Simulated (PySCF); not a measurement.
Compound: C6H7BN2S.
SMILES with atom numbers: `[C-:1]#[N+:2][B:3]1[CH:4]=[CH:5][CH:6]=[CH:7][N:8]1[S:9][CH3:10]` (hydrogens: H11 on C4; H12 on C5; H13 on C6; H14 on C7; H15, H16, H17 on C10)

Computed with PySCF, PBE0-D3(BJ)/def2-SVP geometry optimisation, gas phase.

Problem. List the bond lengths, angles and torsions at this level.

Solution. 
```tsv
bond	length (Å)
C1≡N2	1.177
N2–B3	1.451
B3–C4	1.509
C4=C5	1.373
C5–C6	1.421
C6=C7	1.367
C7–N8	1.368
N8–S9	1.736
S9–C10	1.800
B3–N8	1.445
C4–H11	1.093
C5–H12	1.095
C6–H13	1.091
C7–H14	1.092
C10–H15, C10–H16, C10–H17	1.099
```

Bonds in one row agree within 0.01 Å and their mean is given. A selection of angles:
```tsv
angle	degrees
C1–N2–B3	178.4
N2–B3–C4	124.7
N2–B3–N8	118.6
C4–B3–N8	116.8
B3–C4–C5	118.3
B3–C4–H11	122.4
C5–C4–H11	119.3
C4–C5–C6	121.5
C4–C5–H12	120.6
C6–C5–H12	117.8
C5–C6–C7	120.6
C5–C6–H13	120.7
C7–C6–H13	118.7
C6–C7–N8	121.8
C6–C7–H14	122.5
N8–C7–H14	115.7
C7–N8–S9	117.0
B3–N8–C7	121.0
B3–N8–S9	121.9
N8–S9–C10	100.2
S9–C10–H15	105.4
S9–C10–H16	111.1
H15–C10–H16	108.9
H16–C10–H17	111.0
```

Dihedral angles: N2–B3–C4–C5 179° (antiperiplanar); B3–C4–C5–C6 0° (synperiplanar); C4–C5–C6–C7 0° (synperiplanar); C5–C6–C7–N8 0° (synperiplanar); C6–C7–N8–S9 177° (antiperiplanar); C7–N8–S9–C10 103° (anticlinal); N2–B3–N8–C7 -178° (antiperiplanar). The mirror-image conformer, all signs reversed, is as good.

The C–C distances run from 1.367 Å (C6=C7, drawn double) to 1.421 Å (C5–C6, drawn single), a spread of 0.054 Å. Of the pairs four or more bonds apart, N2···H16 is among the closest relative to their van der Waals radii: 2.85 Å, 104 % of the sum of Bondi's values. B3 (ring boron) is planar (angles 124.7°, 118.6° and 116.8°, sum 360.0°, 0.01 Å off the plane of its three neighbours). S9 (sulfur bonded to C and N) is bent (angle 100.2°). The 2 C–N bonds span 1.177 Å (C1≡N2, drawn triple) to 1.368 Å (C7–N8, drawn single), a spread of 0.191 Å. N8 (ring nitrogen) is planar (angles 121.9°, 121.0° and 117.0°, sum 360.0°, 0.02 Å off the plane of its three neighbours). The 6-membered ring B3–C4–C5–C6–C7–N8 has internal angles of 116.8° to 121.8°; it is planar, 0.00 Å rms from its mean plane, widest ring torsion 0°.

Point group: C1 (no symmetry element, even within 0.4 Å). No PBE0-D3(BJ)/def2-SVP frequencies stand behind this structure, so it isn't proved a minimum. One conformer, not necessarily the lowest.

The run took 68 s wall on one thread of an Arm Neoverse V2 (shared host), and the process peaked at 0.83 GiB of memory. These figures are those of the optimisation.
